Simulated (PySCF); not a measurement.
Molecule: sum formula BNH5, net charge 1, singlet state. It need not be the lowest isomer of its formula. SMILES: [NH3+]B
Geometry: optimised at B3LYP-D3(BJ)/def2-TZVP (Ansatz).

Dispersion corrections to the total energy (kcal/mol) from the dftd3 and dftd4 libraries through PySCF: D3(BJ) without and D4 with the three-body term, each with the damping fitted for the functional named.

```csv
functional,D3(BJ),D4
B2GP-PLYP,-0.86,-0.39
PBE0,-1.41,___
BHLYP,___,-1.04
LC-wPBE,-1.46,-1.08
B3LYP,___,-1.58
CAM-B3LYP,-1.16,-0.78
BLYP,-3.60,-2.30
```

Question: Complete the blanks.

Answer: 
- PBE0, D4: -0.80
- BHLYP, D3(BJ): -2.16
- B3LYP, D3(BJ): -2.90
